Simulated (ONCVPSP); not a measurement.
Ranking ONCV potentials for nitrogen (N)

All share these settings but for the change named:

| Quantity | Value |
| --- | --- |
| Element | N |
| Generator | ONCVPSP 4.0.1 |
| Type | optimised norm-conserving Vanderbilt (ONCV) |
| Functional | PBE |
| Relativity | fully relativistic |
| Frozen core | [He] |
| Valence charge | 5 |
| Reference configuration | 2s1.75 2p3.25 |
| Partial waves | 2s: rc 0.90 bohr, ncon 4, nbas 8, qcut 5.8 1/bohr, local; 2p: rc 1.65 bohr, ncon 5, nbas 8, qcut 9.5 1/bohr, 2 projectors, debl 2.7 Ha |
| Local potential | the s channel |
| Core correction | polynomial model core, fcfact 0.75 |

Open shells are filled in proportion to 2j + 1.

Cutoff: the first of the cutoffs (Ha) at which the residual kinetic energy of the hardest occupied pseudo-wave falls to 1 and 0.1 mHa per electron; the density cutoff is not measured.

The base gives 104 Ha.

Of 9 variants that were run, those that failed, showed a ghost or another fault, or gave nearly equal values are left out.

A variant can come out equal or close to the base.

Question: Rank these variants from softest to hardest (loose cutoff).
A. p: qcut 13.5
B. s: qcut 3.7; p: qcut 6.1
C. all radii but the core radius scaled by about 1.09 (s 0.98, p 1.80 bohr)

Answer: C (88 Ha), A (104 Ha), B (181 Ha).
